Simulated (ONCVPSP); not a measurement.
**Before and after: ONCV potential for carbon**

carbon, optimised norm-conserving Vanderbilt (ONCV), made with ONCVPSP 4.0.1 (PBE, scalar-relativistic). Core [He], reference 2s2 2p1 (charge +1). Waves: 2s: rc 1.00 bohr, ncon 4, nbas 7, qcut 5.2 1/bohr, 3 projectors, debl 2.8 Ha; 2p: rc 2.35 bohr, ncon 3, nbas 8, qcut 5.6 1/bohr, 3 projectors, debl 0.4 Ha. Local part: polynomial inside 1.00 bohr (lpopt 3, dvloc0 1 Ha). Core correction: none.

In the p channel the program set the typed energies aside and used -0.625, 0.250, 0.650 Ha.

Change: p: qcut 3.3.

Cutoffs: the cutoffs (Ha) at which the residual kinetic energy of the hardest occupied pseudo-wave falls to 1 and 0.1 mHa per electron; they do not see the model core or the augmentation charge, which bear on the density cutoff. Errors are all-electron minus pseudo energies relative to the spin-unpolarised reference configuration.

Problem. What does the change do?

Solution. The potential gets neither clearly harder nor softer (41 Ha and 103 Ha → 41 Ha and 103 Ha); the bound ghosts move from s to p, s; of the 4 tests that both files solve, the error grows in 4 and shrinks in 0 by more than 15 % and 0.3 meV (median size 235.4 → 585.0 meV).

| quantity | base | changed |
| --- | --- | --- |
| cutoff, loose | 41 Ha | 41 Ha |
| cutoff, tight | 103 Ha | 103 Ha |
| loose cutoff by channel | s 41 Ha, p 11 Ha | s 41 Ha, p 35 Ha |
| bound ghosts | s | s, p |
| GHOST(+) flags under 300 eV | none | none |
| error for 2s2 2p2, meV [ΔE -10.86 eV] | +85 | +247 |
| error for 2s2 2p0, meV [ΔE 24.16 eV] | +283 | +656 |
| error for 2s1 2p0, meV [ΔE 72.35 eV] | +721 | +1565 |
| error for 2s1 2p3, meV [ΔE -2.38 eV] | +188 | +514 |
| s: phases at 1.01 bohr within 0.05 rad from the reference energy up to (Ha; the scan ends near 5) | to the end of the scan | to the end of the scan |
| p: phases at 2.39 bohr within 0.05 rad from the reference energy up to (Ha; the scan ends near 5) | 4.1 | 4.0 |

 A true bound ghost makes a file unfit for plane-wave use even where its test errors are small: the radial tests pick states by their node count and pass the ghost by.
